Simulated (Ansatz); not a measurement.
Reaction (isomerisation): `CSCS[SiH3]` → `C[Si](C)(S)S`

Gas-phase electronic energies from Ansatz, PBE0-D4/def2-TZVP geometries. CCSD(T)/CBS is the MP2 limit (def2-TZVPP, def2-QZVPP) plus CCSD(T) − MP2 in def2-TZVPP, frozen cores. DFT in def2-TZVPP. HSE06 is defined as in plane-wave codes. Each species was taken in one conformer, which may not be the lowest.

| level | ΔE (kJ/mol) | difference from CCSD(T)/CBS |
| --- | --- | --- |
| LDA (SPW92) | -212.4 | 9.2 |
| B97M-V | -230.9 | -9.3 |
| r2SCANh-D4 | -227.9 | -6.3 |
| CAM-B3LYP-D4 | -220.9 | 0.7 |
| ωB97X-V | -217.3 | 4.3 |
| PBE | -213.8 | 7.8 |
| r2SCAN | -226.6 | -5.0 |
| HSE06 | -221.0 | 0.6 |
| CAM-B3LYP | -221.3 | 0.3 |
| RPA@PBE/def2-TZVPP | -210.2 | 11.4 |
| HF/def2-SVP | -223.4 | -1.8 |
| MP2/def2-SVP | -215.5 | 6.1 |
| CCSD/def2-SVP | -211.7 | 9.9 |
| MP2/def2-TZVPP | -226.1 | -4.5 |
| MP2/CBS(def2) | -225.2 | -3.6 |
| CCSD/CBS(def2) | -224.6 | -3.0 |
| CCSD(T)/CBS | -221.6 | 0 |

Largest T1 diagnostic among the species: 0.011.

Leaving LDA and LC-ωPBE aside and taking each functional with its dispersion term where it has one, the values, not all of them listed here, spread over 24.0 kJ/mol, from B97M-V to revPBE-D4. From BLYP to BHLYP (50 % exact exchange), in def2-TZVPP and without D4, ΔE moves by −11.8 kJ/mol. At CCSD(T), def2-SVP lies +13.8 kJ/mol from the extrapolated value and def2-TZVPP −0.9 kJ/mol.
